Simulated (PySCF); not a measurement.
**ClSe₂⁻: bending curve**

All numbers come from PBE in PySCF with Cl def2-SVPD, Se def2-SVPD; no relativity; density-fitted integrals.

Rigid scan from the singlet minimum (Cl–Se 2.311 Å (×2); Se–Cl–Se 123.7°). Coordinate: the Se–Cl–Se angle, bonds fixed. Energies in kJ/mol from the minimum.

```
bond angle (°)  E (kJ/mol)  dipole size (D, about the centre of mass)
           100        27.8                                       0.49
           110         8.7                                       0.54
           120         0.6                                       0.57
           130         1.8                                       0.60
           140        10.9                                       0.63
           150        26.7                                       0.67
           160        47.7                                       0.71
           170        72.0                                       0.67
           180        88.2                                       0.00
```

With the bonds held, the linear shape lies 88.2 kJ/mol from the minimum.
